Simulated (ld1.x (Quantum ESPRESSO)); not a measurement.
**How hard is this As (Z = 33) PAW potential?**

arsenic (As), PAW, made with ld1.x (Quantum ESPRESSO) 7.5 (LDA (PZ), scalar-relativistic). Core [Ar] 3d10, reference 4s2 4p2.5 (charge +0.5). Waves: 4s (bound): rcut 1.25, rcutus 1.40 bohr; 4s channel at -0.95 Ry: rcut 1.25, rcutus 1.40 bohr; 4p (bound): rcut 1.55, rcutus 1.65 bohr; 4p channel at 0.95 Ry: rcut 1.55, rcutus 1.65 bohr. Local part: all-electron potential smoothed inside 1.20 bohr (lloc = -1). Core correction: Bessel-smoothed model core, default radius (core density twice the valence density). Augmentation charge: PSQ, inside the norm-conserving radii.

The pseudo-atom Hamiltonian at the reference potential is diagonalised in spherical Bessel functions j_l(qr) that vanish at 20 bohr, with q² up to the cutoff. All-electron valence levels (Ry): 4s -1.3940, 4p -0.6811.

Question: How do the lowest levels (Ry) of each channel move with the cutoff, and are there ghosts?

Answer:

```tsv
cutoff (Ry)	s #1	s #2	s #3	p #1	p #2	d #1	f #1	Σ f·Δε (mRy)
8	-1.6053	-0.2779	-0.0510	-0.6799	-0.0816	-0.0831	0.0365	425.6
12	-2.2748	-1.1834	-0.1667	-0.6805	-0.0817	-0.0987	0.0365	423.2
15	-3.6282	-1.3518	-0.1796	-0.6808	-0.0817	-0.1065	0.0365	85.4
21	-6.4816	-1.3927	-0.1849	-0.6810	-0.0818	-0.1236	0.0365	3.0
25	-7.1485	-1.3934	-0.1850	-0.6811	-0.0818	-0.1291	0.0365	1.7
35	-8.1232	-1.3936	-0.1851	-0.6811	-0.0818	-0.1398	0.0365	1.0
40	-8.2972	-1.3939	-0.1851	-0.6811	-0.0818	-0.1425	0.0365	0.5
50	-8.4037	-1.3940	-0.1851	-0.6812	-0.0818	-0.1446	0.0365	0.2
400	-8.4334	-1.3941	-0.1851	-0.6812	-0.0818	-0.1455	0.0365	0.0
```

Result: ghost states, extra bound levels that the all-electron valence spectrum of the same l lacks: s at -114.7 eV, d at -1.98 eV (a true bound ghost makes a file unfit for plane-wave use); 10 mRy is reached at 21 Ry and 1 mRy at 40 Ry.

Test run stopped at test 4 of 9 (negative rho).
